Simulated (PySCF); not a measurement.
PySCF job for BHN, SMILES B=[N] (connectivity only; charge and spin as stated), charge -1, multiplicity 1, PBE0/pcSseg-2. Geometry: B3LYP-D3(BJ)/def2-TZVPD. The multiplicity is an assumed one; other spin states were not compared. The isomer is the one that the SMILES or the coordinates give; other isomers of the formula were not compared.

```python
import numpy as np
from pyscf import gto, scf, dft
from pyscf.prop.nmr import rks as nmr

mol = gto.M(
    atom='''
    B     0.00000000    0.00000000    0.58820197
    N     0.00000000    0.00000000   -0.67336811
    H     0.00000000    0.00000000    1.77256687
    ''',
    basis='pcSseg-2',
    charge=-1,
    spin=0,
    max_memory=1600,
    verbose=3,
)
mf = dft.RKS(mol, xc='pbe0')
mf.grids.level = 3
mf.conv_tol = 1e-10
mf.max_cycle = 100
mf.kernel()
n = nmr.NMR(mf)
n.verbose = 2
n.max_cycle_cphf = 60
sigma = n.kernel()
print('atom   isotropic/ppm   span/ppm')
for i, s in enumerate(sigma):
    w = np.linalg.eigvalsh((s + s.T) / 2)
    print(f'{mol.atom_symbol(i):2s}{i + 1:3d} {w.mean():14.3f} {w[2] - w[0]:11.3f}')
```

Output:

```
converged SCF energy = -80.1164944795247
atom   isotropic/ppm   span/ppm
B   1         97.534     184.975
N   2        -50.917     589.407
H   3         31.462      10.647
```

Self-consistency was reached.
